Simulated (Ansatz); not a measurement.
**Energy profile**

The step: ZnH₂O ([OH][ZnH]) + AsH₃ → ZnAsH₃O ([OH][Zn][AsH2]) + H₂; bonds formed: H2–H4; dative contacts that become bonds: Zn1–As5; bonds broken: Zn1–H2, H4–As5 (atoms numbered as in the saddle structure below).

Zn1  (-0.774, -0.590, -0.116)
H2  (0.749, -0.834, -0.979)
O3  (-2.455, -1.142, 0.198)
H4  (1.576, -0.342, -0.389)
As5  (1.109, 0.900, 0.684)
H6  (-2.795, -1.783, -0.428)
H7  (0.937, 1.765, -0.549)
H8  (1.653, 2.026, 1.580)
(Å)

Electronic energies by CCSD(T) at an estimated basis limit (MP2 extrapolated from triple and quadruple zeta, plus CCSD(T) − MP2 in triple zeta), on PBE0-D4/def2-TZVP structures; ZnAsH5O, closed shell; no counterpoise correction. Computed with Ansatz 0.2.0 (basis: def2-TZVPP and def2-QZVPP); correlated methods freeze the cores. The 3s and 3p shells of Cu and Zn are frozen; filled d shells are correlated. The def2 sets are not built for correlating such inner shells, so the correlated values are less sure here. Extrapolation: Hartree–Fock as exp(−7.88 √X), correlation as X^−2.97.

Problem. Give the profile in kcal/mol, counted from the separated reactants. (To be estimated.)

Solution. By the calculation:
```tsv
point	kcal/mol
separated: ZnH2O (linked as [OH][ZnH]; Zn1, H2, O3, H6; singlet) + AsH3 (H4, As5, H7, H8; singlet)	0.00
start structure	-5.87
saddle	34.84
end structure	-14.64
separated: ZnAsH3O (linked as [OH][Zn][AsH2]; Zn1, O3, As5, H6, H7, H8; singlet) + H2 (H2, H4; singlet)	-13.30
```

T1 diagnostic: at most 0.018.

For scale, one of the runs: CCSD(T)/def2-TZVPP, 213 basis functions, launched by `ansatz run in.yaml --threads 8 --pin off --events-out ev --progress --plain --max-ram 19148MiB`. Hardware: 8 CPU threads of an Arm Neoverse V1, shared host. Wall time 66 s; peak host memory 3.1 GiB.
